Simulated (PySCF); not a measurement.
C₂H₁₁NSi₃, SMILES [SiH3][C@@H]1[SiH2]CN1[SiH3].

Geometry optimised at PBE-D3(BJ)/def2-SVP. The structure was generated by enumeration; whether it is a known compound was not checked.

Method: TDA-PBE/def2-SVPD in PySCF.

Vertical excitations. The molecule is in vacuum.

| state | energy (eV) | λ (nm) | f | main pairs |
|---|---|---|---|---|
| S1 | 4.13 | 301 | 0.001 | HOMO→LUMO 100 % |
| S2 | 4.54 | 273 | 0.008 | HOMO→LUMO+1 98 % |
| S3 | 5.07 | 244 | 0.008 | HOMO→LUMO+2 96 % |
| S4 | 5.32 | 233 | 0.036 | HOMO→LUMO+3 92 % |
| S5 | 5.43 | 228 | 0.013 | HOMO→LUMO+4 94 % |
| S6 | 5.51 | 225 | 0.005 | HOMO→LUMO+5 98 % |
| T1 | 4.05 | 306 | 0 | HOMO→LUMO 100 % |
| T2 | 4.33 | 286 | 0 | HOMO→LUMO+1 99 % |
Triplets are in the Tamm–Dancoff approximation.
